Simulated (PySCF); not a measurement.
Isomers of C5H11ClOSi2, mass 178.004 u with the commonest isotopes. Theory: PBE0/pcSseg-1 in PySCF (dipole) on a GFN2-xTB geometry, gas phase. One conformer each, none proved a minimum here; rigid rotors.

Question: Order these by rotational constant C, smallest first.
A. `[CH2:1]=[CH:2]/[C:3](=[CH:4]/[SiH2:5][O:6][CH3:7])[SiH2:8][Cl:9]` with C1–C2–C3–C4 165°, C3–C4–Si5–O6 174°, C4–Si5–O6–C7 -179°, C2–C3–Si8–Cl9 86°
B. `[CH2:1]=[C:2]([CH3:3])[C@@H:4]1[CH2:5][SiH2:6][O:7][Si@@H:8]1[Cl:9]` with C1–C2–C4–C5 -130°, C2–C4–C5–Si6 -98°, C4–C5–Si6–O7 -20°, C5–Si6–O7–Si8 4°, Si6–O7–Si8–Cl9 130°
C. `[CH2:1]=[CH:2][Si@@H:3]([CH2:4][Cl:5])[C:6](=[CH2:7])[O:8][SiH3:9]` with C1–C2–Si3–C4 -123°, C2–Si3–C4–Cl5 -63°, C2–Si3–C6–C7 103°, Si3–C6–O8–Si9 177°
D. `[CH2:1]=[CH:2][CH2:3][C@@H:4]1[CH2:5][SiH2:6][O:7][Si@@H:8]1[Cl:9]` with C1–C2–C3–C4 -113°, C2–C3–C4–C5 -174°, C3–C4–C5–Si6 -158°, C4–C5–Si6–O7 25°, C5–Si6–O7–Si8 -7°, Si6–O7–Si8–Cl9 109°
E. `[CH3:1][CH2:2]/[C:3]([SiH3:4])=[C:5](/[SiH3:6])[C:7](=[O:8])[Cl:9]` with C1–C2–C3–Si4 -80°, C3–C5–C7–O8 -51°

Answer: A (399.4 MHz), C (462.5 MHz), E (515.6 MHz), D (584.4 MHz), B (680.7 MHz).

Question: Order these by rotational constant B, largest first.
A. `[CH2:1]=[CH:2]/[C:3](=[CH:4]/[SiH2:5][O:6][CH3:7])[SiH2:8][Cl:9]` with C1–C2–C3–C4 165°, C3–C4–Si5–O6 174°, C4–Si5–O6–C7 -179°, C2–C3–Si8–Cl9 86°
B. `[CH3:1][CH2:2]/[C:3]([SiH3:4])=[C:5](/[SiH3:6])[C:7](=[O:8])[Cl:9]` with C1–C2–C3–Si4 -80°, C3–C5–C7–O8 -51°
C. `[CH2:1]=[CH:2][Si@@H:3]([CH2:4][Cl:5])[C:6](=[CH2:7])[O:8][SiH3:9]` with C1–C2–Si3–C4 -123°, C2–Si3–C4–Cl5 -63°, C2–Si3–C6–C7 103°, Si3–C6–O8–Si9 177°
D. `[CH2:1]=[C:2]([CH3:3])[C@@H:4]1[CH2:5][SiH2:6][O:7][Si@@H:8]1[Cl:9]` with C1–C2–C4–C5 -130°, C2–C4–C5–Si6 -98°, C4–C5–Si6–O7 -20°, C5–Si6–O7–Si8 4°, Si6–O7–Si8–Cl9 130°
E. `[CH2:1]=[CH:2][CH2:3][C@@H:4]1[CH2:5][SiH2:6][O:7][Si@@H:8]1[Cl:9]` with C1–C2–C3–C4 -113°, C2–C3–C4–C5 -174°, C3–C4–C5–Si6 -158°, C4–C5–Si6–O7 25°, C5–Si6–O7–Si8 -7°, Si6–O7–Si8–Cl9 109°

Answer: D (1016 MHz), E (781.7 MHz), B (729.1 MHz), C (522.6 MHz), A (487.3 MHz).

Question: Order these by rotational constant A, largest first.
A. `[CH3:1][CH2:2]/[C:3]([SiH3:4])=[C:5](/[SiH3:6])[C:7](=[O:8])[Cl:9]` with C1–C2–C3–Si4 -80°, C3–C5–C7–O8 -51°
B. `[CH2:1]=[C:2]([CH3:3])[C@@H:4]1[CH2:5][SiH2:6][O:7][Si@@H:8]1[Cl:9]` with C1–C2–C4–C5 -130°, C2–C4–C5–Si6 -98°, C4–C5–Si6–O7 -20°, C5–Si6–O7–Si8 4°, Si6–O7–Si8–Cl9 130°
C. `[CH2:1]=[CH:2][CH2:3][C@@H:4]1[CH2:5][SiH2:6][O:7][Si@@H:8]1[Cl:9]` with C1–C2–C3–C4 -113°, C2–C3–C4–C5 -174°, C3–C4–C5–Si6 -158°, C4–C5–Si6–O7 25°, C5–Si6–O7–Si8 -7°, Si6–O7–Si8–Cl9 109°
D. `[CH2:1]=[CH:2][Si@@H:3]([CH2:4][Cl:5])[C:6](=[CH2:7])[O:8][SiH3:9]` with C1–C2–Si3–C4 -123°, C2–Si3–C4–Cl5 -63°, C2–Si3–C6–C7 103°, Si3–C6–O8–Si9 177°

Answer: C (1488 MHz), D (1358 MHz), A (1261 MHz), B (1167 MHz).

```json
{"SMILES": "C=CC[C@@H]1C[SiH2]O[Si@@H]1Cl", "point group": "C1", "Ia (u·Å²)": "339.70", "Ib (u·Å²)": "646.52", "Ic (u·Å²)": "864.79", "κ": "-0.56", "μa (D)": "0.08", "μb (D)": "2.51", "μc (D)": "0.08"}
{"SMILES": "C=C(C)[C@@H]1C[SiH2]O[Si@@H]1Cl", "point group": "C1", "Ia (u·Å²)": "433.04", "Ib (u·Å²)": "497.32", "Ic (u·Å²)": "742.45", "κ": "0.38", "μa (D)": "1.20", "μb (D)": "2.01", "μc (D)": "0.83"}
{"SMILES": "C=C/C(=C/[SiH2]OC)[SiH2]Cl", "point group": "C1", "Ia (u·Å²)": "339.86", "Ib (u·Å²)": "1037.15", "Ic (u·Å²)": "1265.43", "κ": "-0.84", "μa (D)": "1.28", "μb (D)": "0.74", "μc (D)": "0.75"}
{"SMILES": "C=C[Si@@H](CCl)C(=C)O[SiH3]", "point group": "C1", "Ia (u·Å²)": "372.13", "Ib (u·Å²)": "967.06", "Ic (u·Å²)": "1092.79", "κ": "-0.87", "μa (D)": "2.81", "μb (D)": "0.30", "μc (D)": "0.08"}
{"SMILES": "CC/C([SiH3])=C(/[SiH3])C(=O)Cl", "point group": "C1", "Ia (u·Å²)": "400.73", "Ib (u·Å²)": "693.17", "Ic (u·Å²)": "980.09", "κ": "-0.43", "μa (D)": "2.76", "μb (D)": "1.09", "μc (D)": "0.46"}
```
